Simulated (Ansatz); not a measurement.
C₂H₅ClOSSi (`CS[C@H]1O[Si@@H]1Cl`). Total charge 0; spin multiplicity 1.

```xyz
11

C     1.900    1.052    0.225
S     0.151    1.375   -0.065
C    -0.409   -0.239   -0.459
O    -0.535   -1.210    0.689
Si   -2.015   -0.859    0.077
Cl   -2.991   -2.315   -0.941
H     2.361    2.005    0.483
H     2.375    0.658   -0.674
H     2.026    0.356    1.054
H     0.113   -0.713   -1.288
H    -2.976   -0.111    0.899
```

Problem. Give the diagnostics of a CCSD(T)/def2-TZVPP run (frozen core, Ansatz). (Best estimate.)

Solution. The calculation gave: T1 = 0.0130, largest single amplitude 0.018, largest double 0.020, (T) share of the correlation energy 4.4 %, 10 CCSD cycles. The RHF solution is stable towards an unrestricted one. T1 lies under the customary mark of 0.02 for closed shells.
